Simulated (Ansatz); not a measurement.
```yaml
crystal:
  periodic: [false, false, false]
  atoms:
    - {symbol: Pb, position_ang: [-1.529222, -1.694459, -0.119200]}
    - {symbol: Pb, position_ang: [-1.478951, 1.305183, 1.154571]}
    - {symbol: Pb, position_ang: [0.794809, 0.108194, -2.304494]}
    - {symbol: Pb, position_ang: [2.027548, 0.257020, 1.333069]}
    - {symbol: S, position_ang: [1.174768, -1.781144, -0.334507]}
    - {symbol: S, position_ang: [0.691716, 2.022672, -0.307913]}
    - {symbol: S, position_ang: [-1.734272, -0.575862, -2.483641]}
    - {symbol: S, position_ang: [0.053614, 0.358385, 3.062115]}
basis:
  gaussian: {orbitals: def2-TZVPD, initial_orbitals: start.molden}
total_charge: -1
magnetization: {spin_polarized: true, initial_magnetization: 1}
hamiltonian: {xc: pbe0, dispersion: d4}
scf: {omitted_lower_state_checks: [starts]}
output: {orbitals: {seedname: orbitals}}
```

The file start.molden holds the orbitals of an earlier run on this structure, at another level or in another basis.

```sh
$ ansatz run in.yaml --threads 4 --pin off --events-out ev --progress --plain --max-ram 6963MiB
```

Task: Does this run fit into the memory that it is given?

Result: No. It has 408 basis functions, and Ansatz plans for 8 GiB where 7 GiB are given.
